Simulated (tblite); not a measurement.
A geometry optimisation, step by step.

Species: C7H10F2.
Numbering: `[F:1][C@@H:2]1[C@H:3]2[CH2:4][CH2:5][C@:6]1([F:7])[CH2:8][CH2:9]2` (hydrogens: H10 on C2; H11 on C3; H12, H13 on C4; H14, H15 on C5; H16, H17 on C8; H18, H19 on C9)

Computed with GFN2-xTB (tblite), gas phase: L-BFGS steps from a force-field or distance-geometry start until the largest atomic force falls under 0.01 eV/Å. 7 of its 15 geometries are shown.

Step 0: E = -804.8294 eV, largest atomic force 1.548 eV/Å
```
atom  x, y, z in Å  |  force x, y, z in eV/Å
F1     -0.643   -1.382    1.867   -0.437  -0.415   0.582
C2      0.280   -0.914    1.001    0.635   0.276   0.126
C3      0.302    0.605    0.968   -0.225   0.781  -0.331
C4      1.280    0.884   -0.195    0.194  -0.424   0.695
C5      0.984   -0.274   -1.156    0.173   0.269  -0.767
C6     -0.142   -1.037   -0.452    0.258   0.851  -0.129
F7     -0.275   -2.281   -0.907   -0.188  -1.431  -0.561
C8     -1.430   -0.224   -0.491   -0.748  -0.089  -0.294
C9     -1.131    0.923    0.474   -0.057   0.311   0.333
H10     1.245   -1.383    1.245   -0.203   0.016  -0.054
H11     0.541    1.110    1.898    0.116  -0.005   0.066
H12     2.313    0.810    0.168   -0.162   0.176  -0.060
H13     1.129    1.859   -0.638   -0.043   0.128  -0.024
H14     1.872   -0.907   -1.305   -0.379   0.050   0.079
H15     0.676    0.100   -2.148    0.028  -0.275   0.338
H16    -2.288   -0.824   -0.133    0.483   0.119  -0.195
H17    -1.671    0.130   -1.500    0.114  -0.152   0.144
H18    -1.848    0.906    1.307    0.295   0.064  -0.124
H19    -1.204    1.906   -0.011    0.146  -0.250   0.177
```

Step 2: E = -804.9103 eV, largest atomic force 0.211 eV/Å
```
atom  x, y, z in Å  |  force x, y, z in eV/Å
F1     -0.650   -1.391    1.879    0.069  -0.084   0.077
C2      0.288   -0.905    1.006   -0.155   0.103   0.029
C3      0.297    0.623    0.962   -0.067   0.092   0.035
C4      1.283    0.879   -0.183   -0.012   0.055  -0.001
C5      0.988   -0.268   -1.169   -0.042   0.055   0.066
C6     -0.138   -1.027   -0.460   -0.036  -0.173  -0.116
F7     -0.279   -2.309   -0.919   -0.006  -0.114  -0.095
C8     -1.442   -0.223   -0.495    0.127   0.051  -0.032
C9     -1.133    0.928    0.479   -0.017  -0.004  -0.041
H10     1.242   -1.383    1.244   -0.063   0.021   0.009
H11     0.544    1.110    1.900    0.077   0.079   0.043
H12     2.311    0.815    0.168    0.031   0.099   0.067
H13     1.129    1.859   -0.636    0.026  -0.049   0.071
H14     1.862   -0.907   -1.304   -0.124  -0.061  -0.007
H15     0.676    0.095   -2.144   -0.057  -0.021  -0.113
H16    -2.278   -0.823   -0.138    0.100  -0.105  -0.047
H17    -1.669    0.127   -1.499   -0.006  -0.026  -0.088
H18    -1.841    0.908    1.306    0.091   0.059   0.097
H19    -1.200    1.901   -0.006    0.065   0.023   0.045
```

Step 5: E = -804.9220 eV, largest atomic force 0.095 eV/Å
```
atom  x, y, z in Å  |  force x, y, z in eV/Å
F1     -0.645   -1.400    1.888    0.002  -0.004   0.014
C2      0.278   -0.900    1.008    0.010  -0.068  -0.019
C3      0.292    0.630    0.965    0.032  -0.085   0.003
C4      1.282    0.880   -0.179   -0.006  -0.032  -0.005
C5      0.983   -0.265   -1.169   -0.024  -0.041  -0.010
C6     -0.140   -1.036   -0.466   -0.006   0.073   0.061
F7     -0.279   -2.321   -0.929    0.018   0.090   0.003
C8     -1.436   -0.222   -0.501   -0.028  -0.012  -0.021
C9     -1.134    0.930    0.478    0.023   0.007   0.001
H10     1.233   -1.378    1.245   -0.011   0.039  -0.001
H11     0.551    1.118    1.903   -0.004   0.020  -0.037
H12     2.312    0.825    0.174   -0.033   0.026   0.029
H13     1.131    1.858   -0.630   -0.009   0.041   0.009
H14     1.849   -0.913   -1.304   -0.021  -0.033  -0.014
H15     0.671    0.091   -2.150   -0.021  -0.013   0.035
H16    -2.265   -0.832   -0.144    0.027  -0.050  -0.031
H17    -1.669    0.124   -1.506    0.015  -0.014  -0.023
H18    -1.831    0.914    1.314    0.027   0.016   0.006
H19    -1.194    1.904   -0.002    0.009   0.039  -0.002
```

Step 7: E = -804.9236 eV, largest atomic force 0.052 eV/Å
```
atom  x, y, z in Å  |  force x, y, z in eV/Å
F1     -0.644   -1.402    1.890   -0.023  -0.013   0.012
C2      0.277   -0.902    1.007    0.014   0.009   0.028
C3      0.293    0.627    0.966   -0.006   0.009  -0.026
C4      1.281    0.879   -0.179   -0.001   0.000  -0.008
C5      0.981   -0.266   -1.169    0.028   0.012   0.005
C6     -0.141   -1.034   -0.464   -0.001   0.037  -0.011
F7     -0.278   -2.317   -0.931    0.000   0.033  -0.004
C8     -1.436   -0.222   -0.503   -0.027   0.030   0.018
C9     -1.133    0.931    0.477    0.006   0.007  -0.001
H10     1.231   -1.375    1.245    0.050  -0.014   0.003
H11     0.552    1.121    1.901   -0.010  -0.014  -0.039
H12     2.311    0.829    0.177   -0.020   0.000   0.009
H13     1.131    1.860   -0.629   -0.017  -0.010   0.019
H14     1.846   -0.916   -1.305   -0.010  -0.029  -0.010
H15     0.669    0.090   -2.150   -0.023  -0.011   0.035
H16    -2.261   -0.837   -0.147   -0.007  -0.030  -0.019
H17    -1.668    0.123   -1.509    0.016  -0.013  -0.002
H18    -1.828    0.916    1.317    0.017   0.006  -0.019
H19    -1.192    1.907   -0.002    0.015  -0.009   0.011
```

Step 9: E = -804.9243 eV, largest atomic force 0.030 eV/Å
```
atom  x, y, z in Å  |  force x, y, z in eV/Å
F1     -0.645   -1.403    1.891    0.004  -0.001  -0.008
C2      0.277   -0.903    1.008    0.009   0.021   0.014
C3      0.293    0.625    0.965   -0.014   0.025  -0.009
C4      1.281    0.879   -0.180    0.004   0.011   0.005
C5      0.982   -0.266   -1.169    0.013   0.011   0.010
C6     -0.141   -1.032   -0.463    0.007  -0.014  -0.003
F7     -0.278   -2.314   -0.932   -0.012  -0.002  -0.014
C8     -1.437   -0.221   -0.503    0.008   0.001   0.008
C9     -1.132    0.931    0.477   -0.011  -0.001  -0.006
H10     1.233   -1.375    1.245    0.020  -0.013   0.001
H11     0.552    1.121    1.898   -0.002  -0.002  -0.007
H12     2.309    0.830    0.179    0.007  -0.008   0.005
H13     1.129    1.860   -0.627   -0.017  -0.012   0.007
H14     1.843   -0.919   -1.306   -0.004  -0.016  -0.004
H15     0.666    0.089   -2.148   -0.016   0.002   0.004
H16    -2.260   -0.841   -0.149   -0.011   0.000  -0.010
H17    -1.667    0.121   -1.511    0.006  -0.002   0.005
H18    -1.825    0.917    1.317   -0.004   0.005  -0.002
H19    -1.191    1.908   -0.001    0.014  -0.005   0.003
```

Step 12: E = -804.9245 eV, largest atomic force 0.014 eV/Å
```
atom  x, y, z in Å  |  force x, y, z in eV/Å
F1     -0.644   -1.403    1.891    0.009   0.003  -0.002
C2      0.278   -0.902    1.009    0.005  -0.008  -0.008
C3      0.293    0.627    0.964    0.006  -0.010   0.008
C4      1.281    0.879   -0.179    0.001  -0.005   0.002
C5      0.982   -0.266   -1.168   -0.007  -0.007  -0.002
C6     -0.141   -1.032   -0.463    0.001   0.000   0.004
F7     -0.279   -2.313   -0.933   -0.003  -0.001  -0.004
C8     -1.437   -0.221   -0.503    0.002  -0.006  -0.002
C9     -1.132    0.931    0.476    0.002  -0.001   0.003
H10     1.234   -1.375    1.245   -0.003   0.007   0.001
H11     0.552    1.121    1.897   -0.002   0.010   0.007
H12     2.309    0.830    0.180    0.002   0.000   0.003
H13     1.128    1.860   -0.626   -0.004   0.004  -0.003
H14     1.843   -0.921   -1.307   -0.002   0.001  -0.002
H15     0.664    0.089   -2.147   -0.004   0.003   0.006
H16    -2.261   -0.842   -0.151   -0.002   0.006  -0.004
H17    -1.665    0.121   -1.511    0.006   0.000   0.002
H18    -1.825    0.918    1.316   -0.009   0.004  -0.001
H19    -1.189    1.908   -0.001    0.002   0.002  -0.006
```

Step 14: E = -804.9245 eV, largest atomic force 0.008 eV/Å
```
atom  x, y, z in Å  |  force x, y, z in eV/Å
F1     -0.643   -1.403    1.891    0.002  -0.004   0.007
C2      0.278   -0.902    1.009   -0.001  -0.005   0.000
C3      0.293    0.626    0.965    0.004  -0.004   0.004
C4      1.282    0.879   -0.179   -0.002  -0.003  -0.001
C5      0.982   -0.266   -1.168   -0.002   0.000  -0.001
C6     -0.141   -1.032   -0.462   -0.005   0.001  -0.004
F7     -0.279   -2.313   -0.934    0.001  -0.002   0.001
C8     -1.437   -0.221   -0.503   -0.003   0.006   0.002
C9     -1.133    0.931    0.476    0.006   0.000   0.003
H10     1.234   -1.375    1.245    0.005   0.004   0.000
H11     0.552    1.122    1.897   -0.003   0.003   0.003
H12     2.309    0.830    0.181   -0.004   0.002  -0.002
H13     1.127    1.860   -0.626    0.002  -0.003   0.000
H14     1.842   -0.921   -1.307   -0.001   0.004  -0.003
H15     0.663    0.089   -2.146   -0.002   0.002   0.003
H16    -2.261   -0.841   -0.151   -0.001   0.002  -0.001
H17    -1.665    0.121   -1.510    0.007   0.001  -0.002
H18    -1.826    0.918    1.316   -0.003   0.003  -0.007
H19    -1.189    1.908   -0.001    0.000  -0.006  -0.003
```

Task: Summarise the path.

Result: The energy falls by 0.0952 eV from step 0 to step 14; nine tenths of that is first reached at step 3. It falls at every step. The largest force goes from 1.548 to 0.008 eV/Å. Among the bonds C6–F7 changes most, from 1.332 to 1.372 Å; the atoms move by 0.023 Å rms after alignment.

Task: Follow the three bonds and two angles with the largest change from start to end.

Result: 
| step | E above end (eV) | largest force (eV/Å) | C6–F7 (Å) | F1–C2 (Å) | C2–C6 (Å) | C6–C5–H14 (°) | C4–C5–H15 (°) |
| --- | --- | --- | --- | --- | --- | --- | --- |
| 0 | 0.0952 | 1.548 | 1.332 | 1.349 | 1.518 | 111.6 | 111.2 |
| 1 | 0.0263 | 0.408 | 1.365 | 1.367 | 1.522 | 111.3 | 112.1 |
| 2 | 0.0142 | 0.211 | 1.370 | 1.371 | 1.531 | 110.8 | 112.4 |
| 3 | 0.0080 | 0.129 | 1.373 | 1.372 | 1.537 | 110.4 | 112.7 |
| 4 | 0.0051 | 0.112 | 1.373 | 1.372 | 1.538 | 110.1 | 112.9 |
| 5 | 0.0025 | 0.095 | 1.373 | 1.370 | 1.537 | 109.9 | 113.0 |
| 6 | 0.0015 | 0.070 | 1.373 | 1.370 | 1.536 | 109.8 | 113.0 |
| 7 | 0.0009 | 0.052 | 1.372 | 1.370 | 1.535 | 109.9 | 113.0 |
| 8 | 0.0005 | 0.047 | 1.372 | 1.370 | 1.534 | 109.8 | 113.0 |
| 9 | 0.0002 | 0.030 | 1.372 | 1.371 | 1.535 | 109.8 | 113.0 |
| 10 | 0.0001 | 0.016 | 1.372 | 1.371 | 1.535 | 109.8 | 113.0 |
| 11 | 0.0001 | 0.014 | 1.372 | 1.371 | 1.536 | 109.7 | 113.0 |
| 12 | 0.0000 | 0.014 | 1.372 | 1.371 | 1.536 | 109.7 | 113.0 |
| 13 | 0.0000 | 0.013 | 1.372 | 1.370 | 1.535 | 109.7 | 113.0 |
| 14 | 0.0000 | 0.008 | 1.372 | 1.370 | 1.535 | 109.7 | 113.0 |

The cost below is that of the whole relaxation. The run took 0.15 s on one thread of an Arm Neoverse N1, no GPU, on a shared host.
